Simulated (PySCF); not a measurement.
sulfur hexafluoride cation (F6S), SMILES FS(F)(F)(F)(F)F (connectivity only; charge and spin as stated), charge +1, multiplicity 2.

Geometry: TPSSh-D3(BJ)/def2-SVP. The spin state was assumed, not searched.

Computed with TDA-LC-ωPBE/def2-SVPD run with PySCF 2.14.0.

Vertical excitations; the highest root listed may be one member of a degenerate set. 

| state | energy (eV) | λ (nm) | f | main pairs |
|---|---|---|---|---|
| root 1 | 0.20 | 6253 | 0.000 | β HOMO−1→LUMO, β HOMO→LUMO (degenerate set) |
| root 2 | 0.20 | 6230 | 0.000 | β HOMO→LUMO, β HOMO−1→LUMO (degenerate set) |
| root 3 | 1.13 | 1094 | 0.000 | β HOMO−5→LUMO (degenerate set) |
| root 4 | 1.13 | 1093 | 0.000 | β HOMO−6→LUMO (degenerate set) |
| root 5 | 1.18 | 1048 | 0.000 | β HOMO−7→LUMO 100 % |
| root 6 | 1.61 | 770 | 0.040 | β HOMO−4→LUMO (degenerate set) |
| root 7 | 1.61 | 770 | 0.040 | β HOMO−3→LUMO (degenerate set) |
| root 8 | 1.65 | 751 | 0.052 | β HOMO−2→LUMO 96 % |
| root 9 | 2.52 | 492 | 0.000 | β HOMO−8→LUMO (degenerate set) |
| root 10 | 2.52 | 492 | 0.000 | β HOMO−9→LUMO (degenerate set) |
Unrestricted roots are not spin-pure.
